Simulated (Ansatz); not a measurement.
Reaction (ligand exchange at the Al–C bond): `[AlH2][CH2]C[TeH]` + `O=CN[SiH3]` → `O=C[N]([AlH2])[SiH3]` + `CC[TeH]`

Isolated molecules relaxed with PBE0-D4/def2-TZVP in Ansatz; ΔE leaves out vibrations. CCSD(T)/CBS is the MP2 limit (def2-TZVPP, def2-QZVPP) plus CCSD(T) − MP2 in def2-TZVPP, frozen cores. DFT in def2-TZVPP. B3LYP here is the variant with VWN-RPA as its local correlation; programs differ in this. def2 core potentials past Kr. For Te outer-core shells are correlated without core-valence functions, which leaves a few kJ/mol of doubt a bond. Each species was taken in one conformer, which may not be the lowest.

```
         level  ΔE (eV)
     r2SCAN-D4    -1.05
       PBE0-D4    -1.01
      B3LYP-D4    -1.05
       ωB97M-V    -1.06
           PBE    -0.96
 HF/def2-TZVPP    -1.09
 HF/def2-QZVPP    -1.10
CCSD/CBS(def2)    -1.08
```

(1) What does CCSD(T)/CBS give? (Best estimate.)

Largest T1 diagnostic among the species: 0.015.

## Answers

(1) The calculation gave: -1.09 eV. The listed levels differ from it by 0.04, 0.08, 0.04, 0.03, 0.13, 0.00, -0.01, 0.01 eV.

From PBE to PBE0 (25 % exact exchange), in def2-TZVPP and without D4, ΔE moves by −0.03 eV. The D4 term adds −0.03 eV with B3LYP and −0.02 eV with PBE0; it sums over pairs of atoms, weighted by their polarisabilities, and B3LYP, whose exchange is more repulsive, gets the larger term.
